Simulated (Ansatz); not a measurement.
CH₅ClFNSi, SMILES C[Si@@](N)(F)Cl.

Coordinates come from a r2SCAN-D4/def2-SVP optimisation. The structure was generated by enumeration; whether it is a known compound was not checked. The values are those of a single conformer.

Two levels are set side by side: PBE/def2-SVPD (Ansatz, a program for electronic structure) and PBE0/def2-SVPD (Ansatz). Energy differences of separate SCF runs at the same geometry; the states with an electron removed or added have multiplicity 2 and 2. Differences are taken from unrounded values.

```json
[
 {"quantity": "vertical ionisation energy (eV)", "PBE0": "10.50"},
 {"quantity": "vertical singlet–triplet gap (eV)", "PBE0": "6.66"}
]
```

What does PBE give, and how far is it from PBE0? (Estimate from the structure and the level; the computed values follow.)


```
quantity                             PBE  PBE minus PBE0
---------------------------------  -----  --------------
vertical ionisation energy (eV)    10.13           -0.37
vertical singlet–triplet gap (eV)   6.41           -0.25
```
